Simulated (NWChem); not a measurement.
C2H5FSi2; SMILES F[SiH2]C#C[SiH3]

```xyz
10

Si     0.1519     2.8796    -0.0012
C     -0.0801     1.0540    -0.0041
C     -0.2233    -0.1623    -0.0042
Si    -0.4603    -1.9759    -0.0088
F      0.9513    -2.6960     0.3389
H      1.3788     3.2088     0.7782
H      0.2991     3.3599    -1.4046
H     -1.0356     3.5239     0.6287
H     -0.8872    -2.4195    -1.3600
H     -1.4441    -2.3544     1.0371
```
Atoms are numbered in this order, from 1.

Geometry: optimised at PBE0/def2-SVP.

Task: Give the principal values of the shielding tensors (ppm) of Si1, C2, C3, Si4, F5 from PBE0/pcSseg-1, GIAO (NWChem), with their diamagnetic and paramagnetic parts as GIAO splits them.

Result: 
```
atom    σ11    σ22    σ33  isotropic  diamagnetic  paramagnetic
----  -----  -----  -----  ---------  -----------  ------------
Si1   440.2  441.5  459.5      447.1        881.9        -434.8
C2    -24.7  -22.8  253.7       68.7        260.5        -191.8
C3    -34.7  -27.6  263.6       67.1        261.2        -194.1
Si4   332.8  369.1  451.6      384.5        880.5        -496.0
F5    357.5  383.8  420.2      387.2        473.2         -86.0
```
